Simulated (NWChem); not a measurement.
System: C$_{2}$H$_{6}$N cation; SMILES C=[NH+]C

NWChem printed, in part:

```
             Northwest Computational Chemistry Package (NWChem) 7.3.0
             --------------------------------------------------------

 CS  symmetry detected

                             Geometry "geometry" -> ""
                             -------------------------

 Output coordinates in angstroms (scale by  1.889725989 to convert to a.u.)

  No.       Tag          Charge          X              Y              Z
 ---- ---------------- ---------- -------------- -------------- --------------
    1 C                    6.0000     0.22578015    -1.23413613     0.00000000
    2 N                    7.0000    -0.40674477    -0.12814853     0.00000000
    3 C                    6.0000     0.17072361     1.20865184     0.00000000
    4 H                    1.0000     1.32199404    -1.23443452     0.00000000
    5 H                    1.0000    -0.32959778    -2.17831552     0.00000000
    6 H                    1.0000    -1.43183172    -0.16832555     0.00000000
    7 H                    1.0000    -0.17864903     1.74477082     0.89438600
    8 H                    1.0000     1.26492436     1.14147940     0.00000000
    9 H                    1.0000    -0.17864903     1.74477082    -0.89438600

 Effective nuclear repulsion energy (a.u.)      79.0832966452

      Symmetry information
      --------------------

 Group name             Cs
 Group number              2
 Group order               2
 No. of unique centers     8

  pbe96 is a nonlocal functional; adding pw91lda local functional.

                                 NWChem DFT Module
                                 -----------------

 Summary of "ao basis" -> "ao basis" (spherical)
 ------------------------------------------------------------------------------
       Tag                 Description            Shells   Functions and Types
 ---------------- ------------------------------  ------  ---------------------
 C                           6-31g*                  6       14   3s2p1d
 N                           6-31g*                  6       14   3s2p1d
 H                           6-31g*                  2        2   2s

      Symmetry analysis of basis
      --------------------------

        a'         40
        a"         14

[...]

                                NWChem TDDFT Module
                                -------------------

            General Information
            -------------------
           No. of orbitals :     108
            Alpha orbitals :      54
             Beta orbitals :      54
        Alpha frozen cores :       0
         Beta frozen cores :       0
     Alpha frozen virtuals :       0
      Beta frozen virtuals :       0
         Spin multiplicity :       1
    Number of AO functions :      54
        Use of symmetry is : off
      Symmetry adaption is : on
         Schwarz screening :  0.10D-07

              XC Information
              --------------
              Hartree-Fock (Exact) Exchange   1.00
              LC-wPBE(h)Exchange Functional   0.80
     Perdew 1991 LDA Correlation Functional   1.00 local
    PerdewBurkeErnz. Correlation Functional   1.00 non-local
           Alpha           :  0.20
           Beta            :  0.80
           Gamma           :  0.20

             TDDFT Information
             -----------------
          Calculation type : Tamm-Dancoff TDDFT
         Wavefunction type : Restricted singlets
          No. of electrons :      24
           Alpha electrons :      12
            Beta electrons :      12
              No. of roots :       6
          Max subspacesize :    5200
            Max iterations :     100
               Target root :       1
           Target symmetry : none
      Symmetry restriction : off
                 Algorithm : Optimal
        Davidson threshold :  0.10D-03

    6 smallest eigenvalue differences (eV)
--------------------------------------------------------
  No. Spin  Occ  Vir  Irrep   E(Occ)    E(Vir)   E(Diff)
--------------------------------------------------------
    1    1   12   13 a'       -0.655    -0.216    11.956
    2    1   11   13 a"       -0.703    -0.216    13.254
    3    1   10   13 a"       -0.727    -0.216    13.912
    4    1    9   13 a'       -0.773    -0.216    15.175
    5    1   12   14 a"       -0.655    -0.068    15.988
    6    1    8   13 a"       -0.820    -0.216    16.435
--------------------------------------------------------

  Entering Davidson iterations
  Restricted singlet excited states

  Iter   NTrls   NConv    DeltaV     DeltaE      Time
  ----  ------  ------  ---------  ---------  ---------
    1      6       0     0.29E+00   0.10+100       10.9
    2     12       0     0.31E-01   0.70E-01       10.6
    3     18       0     0.82E-02   0.12E-02        9.7
    4     24       0     0.39E-02   0.13E-03        9.1
    5     30       1     0.24E-02   0.41E-04        8.7
    6     35       2     0.10E-02   0.96E-05        8.2
    7     39       5     0.41E-03   0.17E-05        6.6
    8     40       5     0.15E-03   0.23E-06        6.2
    9     41       6     0.55E-04   0.32E-07        7.5
  ----  ------  ------  ---------  ---------  ---------
  Convergence criterion met

  Ground state a'       -134.154342896302 a.u.

  ----------------------------------------------------------------------------
  Root   1 singlet a"             0.294114248 a.u.                8.0033 eV
  ----------------------------------------------------------------------------
     Transition Moments    X -0.00000   Y  0.00000   Z -0.01079
     Dipole Oscillator Strength                    0.0000228153
     Electric Quadrupole                           0.0000000875
     Magnetic Dipole                               0.0000046117
     Total Oscillator Strength                     0.0000275145

[...]
```

Level: LRC-wPBEh/6-31G* (spherical d), TDA. Structure relaxed at the PBE0/def2-SVP level.

### Question
Reconstruct the input file.

### Answer
Several could match; the one computed here: the input that was run:
```
start job
memory heap 200 mb stack 700 mb global 900 mb
charge 1
geometry units angstroms noautoz
  C      0.223155    -1.232224     0.000000
  N     -0.405200    -0.123862     0.000000
  C      0.177299     1.210754     0.000000
  H      1.319360    -1.236651     0.000000
  H     -0.335775    -2.174305     0.000000
  H     -1.430431    -0.160178     0.000000
  H     -0.170052     1.748185     0.894386
  H      1.271239     1.139461     0.000000
  H     -0.170052     1.748185    -0.894386
end
basis spherical
  C library 6-31g*
  N library 6-31g*
  H library 6-31g*
end
dft
  xc xwpbe 0.80 cpbe96 1.0 hfexch 1.00
  cam 0.2 cam_alpha 0.2 cam_beta 0.8
  iterations 150
end
tddft
  cis
  nroots 6
  notriplet
end
task tddft energy
```
